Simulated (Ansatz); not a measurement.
C₃H₆AlClO (`ClC1C[CH2][AlH][O]1`). The species carries charge 0 and has multiplicity 1.

```xyz
12

Cl    2.6996   -0.9261    0.2260
C     1.2586    0.1428    0.0251
C     0.0917   -0.4322    0.8390
C    -1.2455    0.1445    0.3379
Al   -0.7666    0.3201   -1.5459
O     0.9406    0.2671   -1.3122
H     1.5958    1.1043    0.4244
H     0.2709   -0.2548    1.9027
H     0.0990   -1.5161    0.6914
H    -2.0888   -0.4933    0.6041
H    -1.4433    1.1301    0.7760
H    -1.4121    0.5136   -2.9684
```

What are the harmonic wavenumbers in cm⁻¹ at PBE0-D4/def2-TZVP (Ansatz, finite differences of forces, unscaled)? (An estimate is asked.)

Ansatz gave: 110, 179, 273, 345, 391, 450, 519, 575, 626, 701, 777, 808, 890, 926, 996, 1068, 1136, 1163, 1257, 1286, 1334, 1367, 1436, 1477, 1974, 3046, 3055, 3059, 3108, 3130.

Is this a minimum?

Yes, all 30 modes are real.

Give the ideal-gas thermochemistry at 298.15 K and 1 bar (rigid rotor, harmonic oscillator; point group C1, symmetry number 1).

Zero-point energy 224.1 kJ/mol; H(298) − E = 243.9 kJ/mol; entropy 340.1 J/(mol·K), of which translation 168.6, rotation 116.7, vibration 54.8; G(298) − E = 142.5 kJ/mol.

Rotational constants (cm⁻¹)?

0.1715, 0.05117, 0.04157.
